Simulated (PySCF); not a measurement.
A structure optimised at B3LYP-D3(BJ)/def2-SVP, used in a PySCF frequency run:

```xyz
12

Si     0.2686    -0.0746    -0.5608
C      1.9894    -0.7717    -0.5894
Cl     0.2119     1.6113     0.6761
O     -0.7396    -1.2301     0.0616
C     -2.1187    -1.0673     0.3171
H     -0.2119     0.3781    -1.8944
H      2.0305    -1.6659    -1.2317
H      2.7031    -0.0279    -0.9763
H      2.2996    -1.0573     0.4275
H     -2.6841    -0.8578    -0.6099
H     -2.3012    -0.2426     1.0283
H     -2.5063    -1.9997     0.7547
```

Q: Write its SMILES and formula.

A: CO[SiH](C)Cl, C2H7ClOSi

Q: What are its rotational constants (standard atomic weights)?

A: 3.3869, 2.5387, 1.5815 GHz
